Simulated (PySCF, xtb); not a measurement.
CdS, SMILES [Cd]=[S].

GFN2-xTB (xtb) at its own geometry gives an orbital gap of 1.28 eV and a dipole moment of 6.28 D.

The structure is a stationary point at B3LYP-D3(BJ)/def2-TZVPD. The def2 effective core potentials stand for the cores of Cd; spin–orbit coupling is left out.

What does PySCF with HF/def2-TZVPD give? (Estimate from the structure and the level; the computed values follow.)

gap 7.03 eV (levels -8.55 and -1.51 eV), dipole 7.77 D.
